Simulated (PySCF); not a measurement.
# `CS[Si@@H]1[C@@H](C=O)[C@@H]1O[SiH3]`: 4 charge schemes on one density

Compound: C4H10O2SSi2.
Z-matrix (Å and degrees, GFN2-xTB geometry), rows numbered from 1:
```
C 
S   1  1.8321
Si  2  2.1201  1  101.37
C   3  1.9237  2  116.66  1   101.55
C   4  1.4478  3  118.12  2   143.87
O   5  1.2069  4  126.03  3  -123.20
C   4  1.5388  3   64.80  2  -104.92
O   7  1.3822  3  118.99  4  -108.62
Si  8  1.6315  7  129.28  3   148.60
H   1  1.0837  2  109.54  3   -50.59
H   1  1.0847  2  106.07  3  -169.75
H   1  1.0844  2  109.45  3    71.46
H   3  1.4467  2  117.45  1  -108.78
H   4  1.0848  3  115.73  7   107.40
H   5  1.1124  4  113.27  3    54.81
H   7  1.0889  3  120.25  4   105.25
H   9  1.4549  8   97.44  7  -179.85
H   9  1.4639  8  110.05  7    61.00
H   9  1.4622  8  111.79  7   -60.46
```

Density: PBE0/pcSseg-1 (PySCF); schemes: Mulliken, IAO, Hirshfeld and ESP-fitted. Geometry: GFN2-xTB, one conformer, isolated molecule.

Q: At which atom do the 4 schemes differ most?

A: At Si9: from +0.392 (Hirshfeld) to +0.870 e (IAO), 0.478 e apart.

Q: Which atoms carry the highest charge in the Mulliken, IAO, Hirshfeld and ESP-fitted schemes?

A: All schemes agree: Mulliken Si9 (+0.709); IAO Si9 (+0.870); Hirshfeld Si9 (+0.392); ESP-fitted Si9 (+0.545).

Q: Give the atomic charges in each scheme.

A: In e:

```tsv
atom	environment	Mulliken	IAO	Hirshfeld	ESP-fitted
C1	S-methyl carbon	-0.409	-0.491	-0.112	-0.230
S2	sulfur bonded to C and Si	-0.256	-0.132	-0.066	-0.226
Si3	SiH silicon	+0.627	+0.712	+0.312	+0.328
C4	sp3 carbon bound to silicon	-0.516	-0.420	-0.129	-0.159
C5	aldehyde carbon	+0.326	+0.255	+0.105	+0.473
O6	aldehyde oxygen	-0.367	-0.412	-0.249	-0.495
C7	sp3 carbon bound to oxygen	-0.003	-0.150	-0.036	-0.272
O8	silyl ether oxygen	-0.628	-0.624	-0.203	-0.237
Si9	oxygen-bound silicon	+0.709	+0.870	+0.392	+0.545
H10	methyl hydrogen	+0.201	+0.174	+0.039	+0.074
H11	methyl hydrogen	+0.160	+0.172	+0.056	+0.167
H12	methyl hydrogen	+0.155	+0.159	+0.047	+0.117
H13	Si–H hydrogen	-0.015	-0.093	-0.053	-0.023
H14	methine hydrogen	+0.175	+0.182	+0.052	+0.114
H15	formyl hydrogen	+0.048	+0.079	+0.031	-0.024
H16	methine hydrogen	+0.130	+0.141	+0.043	+0.166
H17	Si–H hydrogen	-0.113	-0.126	-0.074	-0.112
H18	Si–H hydrogen	-0.117	-0.149	-0.079	-0.115
H19	Si–H hydrogen	-0.106	-0.145	-0.075	-0.092
```

Mean size of the charges over all atoms: IAO 0.289 e, Mulliken 0.266 e, ESP-fitted 0.209 e, Hirshfeld 0.113 e. Each set sums to the total charge, 0, to within 0.001 e. The IAO scheme counts the electrons in orthogonalised intrinsic atomic orbitals, a minimal basis polarised so that it spans the occupied orbitals exactly.

Q: How closely do the schemes follow one another over all atoms?

A: Correlation coefficient and root-mean-square difference: Mulliken with IAO 0.98, 0.074 e; IAO with Hirshfeld 0.97, 0.223 e; Mulliken with Hirshfeld 0.94, 0.205 e; Hirshfeld with ESP-fitted 0.90, 0.138 e; IAO with ESP-fitted 0.88, 0.185 e; Mulliken with ESP-fitted 0.87, 0.173 e.

Q: Sum the charges by element, for elements with more than one atom.

A: 
| element | atoms | Mulliken | IAO | Hirshfeld | ESP-fitted |
| --- | --- | --- | --- | --- | --- |
| C | 4 | -0.601 | -0.806 | -0.172 | -0.188 |
| Si | 2 | +1.336 | +1.582 | +0.704 | +0.873 |
| O | 2 | -0.996 | -1.036 | -0.452 | -0.732 |
| H | 10 | +0.516 | +0.393 | -0.014 | +0.272 |
